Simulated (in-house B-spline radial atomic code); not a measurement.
A radial electron density 4πr²n(r) was computed for an atom or ion in its tabulated ground configuration with a B-spline radial code for spherical atoms; method: Dirac-Hartree-Fock, average of configuration. Columns: r (bohr), 4πr²n(r) (electrons per bohr), bar.

```
0.000505    2.839 #
0.000625    3.997 #
0.000773    5.592 ##
0.000957    7.788 ##
 0.00118    10.71 ###
 0.00146    14.67 #####
 0.00181    19.96 ######
 0.00224    26.74 #########
 0.00277    35.25 ###########
 0.00343    45.67 ###############
 0.00425    57.83 ##################
 0.00525    70.94 #######################
  0.0065    84.25 ###########################
 0.00804     95.9 ###############################
 0.00995      104 #################################
  0.0123    106.9 ##################################
  0.0152    104.3 #################################
  0.0188    98.52 ###############################
  0.0233    94.43 ##############################
  0.0289    97.99 ###############################
  0.0357    111.1 ####################################
  0.0442    128.5 #########################################
  0.0547    137.6 ############################################
  0.0676    130.3 ##########################################
  0.0837    113.4 ####################################
   0.104      107 ##################################
   0.128    118.3 ######################################
   0.158    126.7 ########################################
   0.196    107.9 ##################################
   0.243    75.85 ########################
     0.3    65.99 #####################
   0.371    76.52 ########################
   0.459     75.5 ########################
   0.568    54.16 #################
   0.703    32.03 ##########
    0.87    20.82 #######
    1.08    15.53 #####
    1.33    10.67 ###
    1.65    5.833 ##
    2.04     2.61 #
    2.52   0.9632 
    3.12   0.2722 
    3.86  0.05264 
    4.78 0.005876 
    5.91 0.0003302
```

Task: Which atom or ion is it?
A. Pt4+
B. Re4+
C. Re3+
D. Re2+

Result: C. The area under the curve, ∫4πr²n dr = ∫r·4πr²n d(ln r) on this logarithmic grid, is 72 electrons, which only this option has. The configuration is [Xe] 4f14 5d4.
